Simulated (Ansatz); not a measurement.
Name a neutral molecule of C, F, S, Si and H with LUMO energy (PBE0/def2-TZVPP) between -3.05 and -2.75 eV and HOMO–LUMO gap (ωB97M-V/def2-TZVPP) between 7.75 and 8.05 eV (Ansatz, PBE0-D4/def2-TZVP geometry).

`F[SiH]1SC1=S` (-2.79 eV, 7.88 eV). Other molecules can fit too; these were computed, each in one conformer that needn't be the lowest.
